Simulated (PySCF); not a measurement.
## Ionising CdC

TPSS; Cd cc-pVDZ-PP with ECP28, C cc-pVDZ; scalar-relativistic core potentials (PySCF 2.14). Neutral (UKS): triplet (π ↑↑), Re = 2.160 Å, ωe = 413 cm⁻¹, De = 1.14 eV, HOMO -5.23 eV, LUMO -3.80 eV.

CdC⁺ (UKS): doublet (π ↑), Re = 2.260 Å, ωe = 381 cm⁻¹, De = 1.67 eV to Cd⁺ + C. The energies at the minima are -205.56130 hartree for CdC and -205.24955 for CdC⁺.

Task: Work out the adiabatic ionisation energy, without and with harmonic zero-point energies (1 hartree = 27.2114 eV, 1 eV = 8065.5 cm⁻¹), and the change of the bond length.

Result: At TPSS: 0.31175 hartree = 8.483 eV between the minima; the zero-point term (381.0 − 413.0)/2 cm⁻¹ = -0.002 eV makes it 8.481 eV. Re changes by +10.0 pm against the neutral. The electron leaves a π orbital, and the longer bond of the ion fits a bonding orbital, or a change in how ionic the bond is.

Spin–orbit coupling is left out. For an ion De counts to the pair picked by the measured ionisation energies or electron affinities, which need not be the lowest pair at this level. States were picked by a PBE0 search and need not be the measured ground states.
